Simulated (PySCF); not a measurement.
## Atomic charges by several schemes

C5H5O3P.
Structure used (GFN2-xTB), in Å, numbered top down from 1:
```xyz
14
C5H5O3P angstrom
C     -2.613    0.710    0.534
O     -2.019   -0.406   -0.086
C     -0.671   -0.373   -0.154
C      0.049   -1.389   -0.729
O      1.367   -1.225   -0.726
C      1.719   -0.062   -0.143
C      3.112    0.290   -0.047
O      3.507    1.313    0.460
P      0.407    0.912    0.447
H     -2.373    1.633   -0.006
H     -2.274    0.810    1.571
H     -3.687    0.537    0.511
H     -0.327   -2.291   -1.174
H      3.802   -0.459   -0.479
```

Density: PBE0/pcSseg-1 (PySCF); schemes: Mulliken, IAO, Hirshfeld and ESP-fitted. Geometry: GFN2-xTB, one conformer, isolated molecule.

Problem. Atoms with like bonding are taken together and averaged. Which atoms carry the lowest charge in the Mulliken, IAO, Hirshfeld and ESP-fitted schemes?

Solution. The schemes don't all agree: Mulliken O2 (-0.454); IAO O8 (-0.403); Hirshfeld O8 (-0.235); ESP-fitted O8 (-0.416).

Problem. Which atoms carry the highest charge in the Mulliken, IAO, Hirshfeld and ESP-fitted schemes?

Solution. The schemes don't all agree: Mulliken P9 (+0.440); IAO P9 (+0.301); Hirshfeld C7 (+0.091); ESP-fitted C7 (+0.339).

Problem. Tabulate the Mulliken, IAO, Hirshfeld and ESP-fitted charges.

Solution. In e; atoms taken as equivalent share a row and are averaged (×n: the atom named and its like, n in all):

```
       atom                        environment  Mulliken     IAO  Hirshfeld  ESP-fitted
         C1                     methoxy carbon    -0.048  -0.207     -0.034      -0.105
         O2                  aryl ether oxygen    -0.454  -0.312     -0.110      -0.297
         C3     aromatic carbon bearing oxygen    -0.163  -0.052     -0.009      +0.260
         C4  aromatic CH next to a ring oxygen    +0.235  +0.003     +0.008      -0.212
         O5                  furan-type oxygen    -0.331  -0.189     -0.038      -0.146
         C6        substituted aromatic carbon    -0.215  -0.117     -0.017      +0.120
         C7                    aldehyde carbon    +0.306  +0.229     +0.091      +0.339
         O8                    aldehyde oxygen    -0.363  -0.403     -0.235      -0.416
         P9           phosphorus bonded to 2 C    +0.440  +0.301     +0.086      -0.121
H10/H11/H12                    methyl hydrogen    +0.128  +0.151     +0.048      +0.110
        H13                  aromatic hydrogen    +0.124  +0.185     +0.070      +0.222
        H14                    formyl hydrogen    +0.084  +0.111     +0.043      +0.025
```

Mean size of the charges over all atoms: Mulliken 0.225 e, ESP-fitted 0.185 e, IAO 0.183 e, Hirshfeld 0.063 e. Each set sums to the total charge, 0, to within 0.001 e. The IAO scheme counts the electrons in orthogonalised intrinsic atomic orbitals, a minimal basis polarised so that it spans the occupied orbitals exactly.

Some averages cover members that differ in this geometry: H10/H11/H12, IAO +0.141 to +0.170 e.

Problem. How closely do the schemes follow one another over all atoms?

Solution. Correlation coefficient and root-mean-square difference: IAO with Hirshfeld 0.94, 0.133 e; Mulliken with IAO 0.91, 0.111 e; Mulliken with Hirshfeld 0.83, 0.195 e; Hirshfeld with ESP-fitted 0.74, 0.161 e; IAO with ESP-fitted 0.67, 0.172 e; Mulliken with ESP-fitted 0.45, 0.251 e.

Problem. How many electrons does the ESP-fitted scheme count on O5?

Solution. Z − q = 8 − (-0.146) = 8.146.

These values come from a run that also computed NMR shieldings. Hardware: an Arm Neoverse V2 with one thread, no GPU (shared host). Cost: 32 s of wall time (with the writing of density and orbital grids), 0.85 GiB resident at most.
